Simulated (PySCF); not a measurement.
Molfile (atoms numbered from 1):
```
C5H6O2
     RDKit          3D

 13 12  0  0  0  0  0  0  0  0999 V2000
    2.2459    0.3429    0.7132 C   0  0  0  0  0  0  0  0  0  0  0  0
    0.9653    0.4891    0.3922 C   0  0  0  0  0  0  0  0  0  0  0  0
    0.3103   -0.4243   -0.5595 C   0  0  0  0  0  0  0  0  0  0  0  0
    0.8218   -1.4138   -1.0200 O   0  0  0  0  0  0  0  0  0  0  0  0
   -1.1267   -0.0248   -0.9155 C   0  0  0  0  0  0  0  0  0  0  0  0
   -1.9783   -0.3207    0.2881 C   0  0  0  0  0  0  0  0  0  0  0  0
   -2.1732    0.4438    1.1896 O   0  0  0  0  0  0  0  0  0  0  0  0
    2.8304   -0.4471    0.2683 H   0  0  0  0  0  0  0  0  0  0  0  0
    2.7440    0.9943    1.4104 H   0  0  0  0  0  0  0  0  0  0  0  0
    0.3520    1.2687    0.8200 H   0  0  0  0  0  0  0  0  0  0  0  0
   -1.4551   -0.6080   -1.7741 H   0  0  0  0  0  0  0  0  0  0  0  0
   -1.1469    1.0444   -1.1286 H   0  0  0  0  0  0  0  0  0  0  0  0
   -2.3940   -1.3442    0.2982 H   0  0  0  0  0  0  0  0  0  0  0  0
  1  2  2  0
  2  3  1  0
  3  4  2  0
  3  5  1  0
  5  6  1  0
  6  7  2  0
  1  8  1  0
  1  9  1  0
  2 10  1  0
  5 11  1  0
  5 12  1  0
  6 13  1  0
M  END
```

Non-relativistic Hamiltonian, in vacuum, one averaged value for each set of equivalent atoms, one computed conformer. PBE0/pcSseg-1 with gauge-including orbitals; geometry: GFN2-xTB; PySCF 2.14.

Problem. List the cross peaks expected in HSQC, COSY and HMBC spectra.

Solution. 

HSQC (one-bond C–H):
```tsv
δH	δC
9.92 (H13)	200.1 (C6)
7.07 (H10)	139.4 (C2)
6.93 (H8)	140.7 (C1)
6.15 (H9)	140.7 (C1)
3.78 (H11/H12)	68.2 (C5)
```

COSY cross peaks (H two or three bonds apart, from the bond graph; peaks can be absent where the dihedral angle is near 90°):
```tsv
δH	δH
9.92 (H13)	3.78 (H11/H12)
7.07 (H10)	6.93 (H8)
7.07 (H10)	6.15 (H9)
6.93 (H8)	6.15 (H9)
```

HMBC (two and three bonds, from the bond graph; two-bond peaks within aromatic rings are usually weak or absent):
```tsv
δH	δC
9.92 (H13)	190.7 (C3), 68.2 (C5)
7.07 (H10)	190.7 (C3), 140.7 (C1), 68.2 (C5)
6.93 (H8)	190.7 (C3), 139.4 (C2)
6.15 (H9)	190.7 (C3), 139.4 (C2)
3.78 (H11/H12)	200.1 (C6), 190.7 (C3), 139.4 (C2)
```

Scale: TMS for 1H (σ = 31.72 ppm) and 13C (σ = 186.93 ppm) (reference shieldings calculated alike).

Short H···H contacts in this conformer between protons four or more bonds apart (candidates for NOE cross peaks, intensity ∝ r⁻⁶): H10···H12 2.47 Å.

Shifts are as computed. Against solution values, carbons near 30 ppm lie about +3 ppm off and those near 130 ppm about +5 ppm (rms about the fit 2.1 ppm; single classes can miss by 10 ppm). Of 1328 compounds with measured shifts, 309 miss one by over three times the rms of a fit or turn the order of signals round; such compounds aren't used in these exercises. Signals without a measured value on file couldn't be tested in this way; 1H shifts scatter by 0.2 ppm about their fit, and single ones miss by 0.5 ppm.
